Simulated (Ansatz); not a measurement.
Start from `CB(N)C[SiH3]` and change one atom or group to get `CB(N)CCl`.

Ansatz, PBE0-D4/def2-TZVP geometries, multiplicity 1. Each molecule was computed in one conformer, which needn't be the lowest.

| property | `CB(N)C[SiH3]` |
| --- | --- |
| HOMO energy (PBE0/def2-TZVPP) / eV | -7.97 |
| HOMO–LUMO gap (PBE0/def2-TZVPP) / eV | 8.52 |
| HOMO–LUMO gap (ωB97M-V/def2-TZVPP) / eV | 12.19 |
| LUMO energy (PBE0/def2-TZVPP) / eV | 0.55 |
| HOMO energy (PBE/def2-TZVPP) / eV | -6.64 |
| HOMO energy (ωB97M-V/def2-TZVPP) / eV | -10.29 |

Question: Give the same properties after the change, and the shifts. (Best estimate.)

Answer: Computed: 
| property | `CB(N)CCl` | shift |
| --- | --- | --- |
| HOMO energy (PBE0/def2-TZVPP) / eV | -7.81 | 0.16 |
| HOMO–LUMO gap (PBE0/def2-TZVPP) / eV | 7.90 | -0.62 |
| HOMO–LUMO gap (ωB97M-V/def2-TZVPP) / eV | 11.93 | -0.26 |
| LUMO energy (PBE0/def2-TZVPP) / eV | 0.10 | -0.45 |
| HOMO energy (PBE/def2-TZVPP) / eV | -6.41 | 0.23 |
| HOMO energy (ωB97M-V/def2-TZVPP) / eV | -10.10 | 0.19 |

With PBE0 the HOMO rises by 0.16 eV and the LUMO falls by 0.45 eV, so the gap narrows by about 0.61 eV. PBE moves the HOMO by 0.23 eV and ωB97M-V by 0.19 eV.
